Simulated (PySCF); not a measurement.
## Electronic structure of Mg⁺ (magnesium, charge +1) at the r2SCAN level

Configuration: [Ne] 3s1, 2S determinant. All numbers are calculated (PySCF 2.14, the spin-free X2C one-electron Hamiltonian (Gaussian nucleus), in an uncontracted even-tempered set (22 s from 0.01 bohr⁻², ratio 2.5; 14 p from 0.013 bohr⁻², ratio 2.5; 6 d from 0.16 bohr⁻², ratio 2.7; 6 f from 0.24 bohr⁻², ratio 2.7)).

- Total energy: -200.0826 hartree
- One-electron energy: -276.1132 hartree
- Hartree (Coulomb) energy: 92.3209 hartree
- Exchange-correlation energy: -16.2903 hartree
- ⟨S²⟩: 0.7501
- ⟨L²⟩: 0.000
- Sum of ⟨r⟩: 8.545 bohr
- Sum of ⟨r²⟩: 13.69 bohr²
- Langevin diamagnetic susceptibility: -10.8 ×10⁻⁶ cm³/mol

```tsv
shell	electrons	mean orbital energy (hartree)	rms radius, mean of both spins (bohr)
1s α	1	-46.94906	0.152
1s β	1	-46.94591	0.152
2s α	1	-3.37773	0.761
2s β	1	-3.37467	0.761
2p α	3	-2.09627	0.776
2p β	3	-2.09144	0.776
3s α	1	-0.44304	2.98
```
